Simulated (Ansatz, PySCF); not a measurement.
Bi(Br)(Me)2 (C2H6BiBr), SMILES [Bi]([CH3])([CH3])[Br].

The structure is a stationary point at B3LYP-D3(BJ)/def2-SVP. The def2 effective core potentials stand for the cores of Bi; spin–orbit coupling is left out.

Vertical ionisation energy (IE) and electron affinity (EA) in eV. Rows of orbital energies are one-electron estimates. Where ΔSCF, EOM or ADC give a negative EA the extra electron is unbound and the value depends on the basis.

```
level                                                                  IE    EA
-------------------------------------------------------------------  ----  ----
−ε(HOMO), −ε(LUMO), PBE0/def2-TZVP (PySCF)                           7.10  1.71
−ε(HOMO), −ε(LUMO), PBE/def2-TZVP (PySCF)                            6.04  2.43
ΔSCF, PBE0/def2-SVPD (Ansatz), final states of multiplicity 2 and 2  8.96  0.26
ΔSCF, PBE/def2-SVPD (Ansatz), final states of multiplicity 2 and 2    ___   ___
```

Fill in the missing entries. (Estimate from the structure and the level; the computed values follow.)


- ΔSCF, PBE/def2-SVPD (Ansatz, an electronic-structure program), final states of multiplicity 2 and 2, IE: 8.71
- ΔSCF, PBE/def2-SVPD (Ansatz), final states of multiplicity 2 and 2, EA: 0.24

What vertical singlet–triplet gap does ΔSCF give with PBE0/def2-SVPD (Ansatz) and with PBE/def2-SVPD (Ansatz)? (The exact figures need the calculation; the answer reports its results.)

3.54 and 3.40 eV (triplet above singlet where positive).
